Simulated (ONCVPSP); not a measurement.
# fluorine: one change to an ONCV potential, before and after

```
Element                 : F (Z = 9)
Generator               : ONCVPSP 4.0.1
Type                    : optimised norm-conserving Vanderbilt (ONCV)
Functional              : PBE
Relativity              : scalar-relativistic
Frozen core             : [He]
Valence charge          : 7
Reference configuration : 2s2 2p2 (charge +3)
Partial waves           : 2s: rc 0.50 bohr, ncon 3, nbas 8, qcut 10.3 1/bohr, 2 projectors, debl 0.8 Ha; 2p: rc 1.45 bohr, ncon 3, nbas 6, qcut 11.1 1/bohr, 1 projector; d scattering state at 0.45 Ha: rc 1.35 bohr, ncon 4, nbas 8, qcut 6.4 1/bohr, 2 projectors, debl 0.6 Ha
Local potential         : polynomial inside 0.45 bohr (lpopt 5, dvloc0 0 Ha)
Core correction         : Teter function, fcfact 5.75, rcfact 1.5
```

In the s channel the program set the typed energies aside and used -3.352, 0.250 Ha.

Change: local potential polynomial inside 0.35 bohr (lpopt 5, dvloc0 6 Ha).

Cutoffs: the cutoffs (Ha) at which the residual kinetic energy of the hardest occupied pseudo-wave falls to 1 and 0.1 mHa per electron; they do not see the model core or the augmentation charge, which bear on the density cutoff. Errors are all-electron minus pseudo energies relative to the spin-unpolarised reference configuration.

Problem. What does the change do?

Solution. The potential gets neither clearly harder nor softer (265 Ha and 812 Ha → 265 Ha and 812 Ha); both files keep a bound ghost (s); the errors of the 4 common tests hardly move; the range in which the d phases agree narrows (upper end 3.4 → 2.4).

```csv
quantity,base,changed
"cutoff, loose",265 Ha,265 Ha
"cutoff, tight",812 Ha,812 Ha
bound ghosts,s,s
GHOST(+) flags under 300 eV,d at 100.5 eV,d at 67.4 eV
"error for 2s2 2p5, meV [ΔE -118.41 eV]",+811,+816
"error for 2s2 2p4, meV [ΔE -99.02 eV]",+580,+582
"error for 2s2 2p3, meV [ΔE -60.64 eV]",+219,+221
"error for 2s2 2p1, meV [ΔE 85.80 eV]",+422,+424
s: phases at 0.51 bohr within 0.05 rad from the reference energy up to (Ha; the scan ends near 5),to the end of the scan,to the end of the scan
p: phases at 1.47 bohr within 0.05 rad from the reference energy up to (Ha; the scan ends near 5),-0.7,-0.7
d: phases at 1.37 bohr within 0.05 rad from the reference energy up to (Ha; the scan ends near 5),3.4,2.4
"rms error of d²Exc/dni dnj with the model core, mHa",3.97,3.97
```

 A true bound ghost makes a file unfit for plane-wave use even where its test errors are small: the radial tests pick states by their node count and pass the ghost by.
